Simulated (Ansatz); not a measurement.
System: GeCl2, net charge 0, singlet state. 
Structure (B3LYP-D3(BJ)/def2-TZVP (Ansatz, an electronic-structure program) minimum search):
```
Ge
Cl 1 2.2046
Cl 1 2.2046 2 100.44
```

Basis-set convergence of Hartree-Fock and CCSD correlation energies (hartree) with Ansatz. Valence correlation only, unless marked. No spin-orbit coupling. The frozen core is the preceding noble-gas configuration, with the filled d and f shells of earlier blocks. Non-relativistic.

```csv
basis,functions,E(HF),"E(corr, CCSD)"
def2-SVP,68,-2993.89791,-0.36855
def2-TZVPP,132,-2994.48189,-0.50360
def2-QZVPP,229,-2994.54954,-0.54613
```

Extrapolating the two largest sets (X = 3 and 4) as X^-3: E(corr) = (64·(-0.54613) - 27·(-0.50360))/37 = -0.5772 Eh, an estimate of the basis-set limit. The largest set recovers 94.6 % of it, the smallest 63.9 %.
